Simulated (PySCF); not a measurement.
C6H8F2.
Numbering: `[CH3:1][CH:2]=[C:3]=[CH:4][C:5]([CH3:6])([F:7])[F:8]` (hydrogens: H9, H10, H11 on C1; H12 on C2; H13 on C4; H14, H15, H16 on C6)

Structure used (PBE0-D3(BJ)/def2-SVP), in Å, numbered top down from 1:
```
atom  x, y, z in Å
C1     2.7086   -0.3131   -0.1640
C2     1.4888   -0.9332    0.4469
C3     0.2875   -0.9093   -0.0730
C4    -0.9122   -0.8806   -0.5956
C5    -1.9325    0.1930   -0.3373
C6    -1.5073    1.3278    0.5539
F7    -3.0424   -0.3999    0.1922
F8    -2.3269    0.6931   -1.5446
H9     3.1478    0.4338    0.5169
H10    2.4765    0.1794   -1.1179
H11    3.4823   -1.0764   -0.3461
H12    1.6121   -1.4510    1.4081
H13   -1.2519   -1.6734   -1.2732
H14   -2.3474    2.0289    0.6471
H15   -1.2370    0.9490    1.5476
H16   -0.6438    1.8483    0.1210
```

Linear response at wB97X-D/def2-SVPD (PySCF, frozen core in the response, non-relativistic).

Static isotropic polarisability: 78.03 au (11.56 Å³), principal values 61.4, 64.0, 108.7 au.

(1) What is the polarisability at 1064 nm and at the sodium D line?

(2) What is the isotropic C6 coefficient between two such molecules, C6 = (3/π)∫α(iω)² dω?

(3) Which effective excitation energy ω̄ makes London's formula C6 = (3/4)α²ω̄ exact here?

(4) How anisotropic is the static polarisability, by Δα² = ½[(α1 − α2)² + (α2 − α3)² + (α3 − α1)²]?

(5) What three-body coefficient follows from the one-pole estimate C9 = (3/4)·α·C6?

(6) The lowest 6 singlets have (eV, f): 5.74, 0.000; 6.32, 0.000; 7.25, 0.003; 7.54, 0.092; 7.69, 1.051; 8.04, 0.163. What share of the static polarisability do they carry in the sum over states α = Σ f/ω²?

(7) What molar refraction at the D line follows from R = (4π/3)·N_A·α′, with α′ the polarisability volume?

(8) How many electrons N does the Slater–Kirkwood formula C6 = (3/4)·√N·α^(3/2) need to give this C6?

Answers

(1) 78.76 au at 1064 nm (+0.9 %), 80.49 au at 589.3 nm (+3.2 %). The rise at 589.3 nm is 3.38 times that at 1064 nm; a pure ω² law gives 3.26. The lowest singlet lies at 216 nm, shorter than both wavelengths.

(2) 2511 au (Eh·bohr⁶) by a ten-point quadrature over imaginary frequencies, which is 1500 eV·Å⁶ or 145 J·nm⁶/mol.

(3) ω̄ = 4·C6/(3α²) = 0.550 Eh = 15.0 eV. A one-pole form α(ω) = α/(1 − ω²/ω̄²) fitted to the 1064 nm value gives 12.1 eV.

(4) Δα = 46.0 au, or 0.59 of the isotropic value.

(5) 147000 au. This is an estimate from the two numbers above, not a computed integral.

(6) 16.26 au, 20.8 % of α; the largest term, 13.15 au, is that of the state at 7.69 eV. Their oscillator strengths add up to 1.31. Higher states carry the rest.

(7) α′ = 11.93 Å³ gives R = 30.09 cm³/mol, for isolated, non-vibrating species.

(8) N = (4·C6/3)²/α³ = 23.6; the species has 62 electrons in all.

One conformer stands for the species.

The pairwise dispersion term of wB97X-D wasn't added to the energies; at a given geometry it leaves orbitals and properties as they are.
